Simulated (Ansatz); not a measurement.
`N[CH2][InH2]` + `O[SiH3]` → `[SiH3][O][InH2]` + CH₃NH₂  (ligand exchange at the In–C bond)

Computed with Ansatz on PBE0-D4/def2-TZVP structures; ΔE is electronic, products minus reactants. CBS: MP2 limit from def2 TZ/QZ plus the TZ coupled-cluster correction, frozen cores. DFT in def2-TZVPP. HSE06 is defined as in plane-wave codes. def2 core potentials past Kr. For In outer-core shells are correlated without core-valence functions, which leaves a few kJ/mol of doubt a bond. Each species was taken in one conformer, which may not be the lowest.

(1) Is it downhill or uphill in electronic energy at CCSD(T)/CBS, and by how much? (Best estimate.)

(2) What do these levels give: LDA (SPW92), PBE0-D4, CAM-B3LYP-D4, PBE-QIDH, revPBE, HSE06, HF/def2-SVP, CCSD/def2-SVP, CCSD/def2-TZVPP, CCSD(T)/def2-TZVPP, HF/def2-QZVPP, MP2/CBS(def2)? (Best estimate.)

Largest T1 diagnostic among the species: 0.015.

## Answers

(1) Computed: Downhill: ΔE = -24.0 kcal/mol.

(2) Computed: LDA (SPW92) -20.2, PBE0-D4 -21.9, CAM-B3LYP-D4 -24.3, PBE-QIDH -22.9, revPBE -22.0, HSE06 -21.8, HF/def2-SVP -27.7, CCSD/def2-SVP -26.5, CCSD/def2-TZVPP -23.4, CCSD(T)/def2-TZVPP -23.2, HF/def2-QZVPP -27.1, MP2/CBS(def2) -23.8 kcal/mol.

Leaving LDA and LC-ωPBE aside and taking each functional with its dispersion term where it has one, the values, not all of them listed here, spread over 4.0 kcal/mol, from B97M-V to PBE-D4. LDA lies +1.6 kcal/mol from PBE without D4. In def2-TZVPP, CCSD(T) changes the Hartree–Fock value by +3.5 kcal/mol (the triples alone add +0.1 kcal/mol) and MP2 by +3.7 kcal/mol.
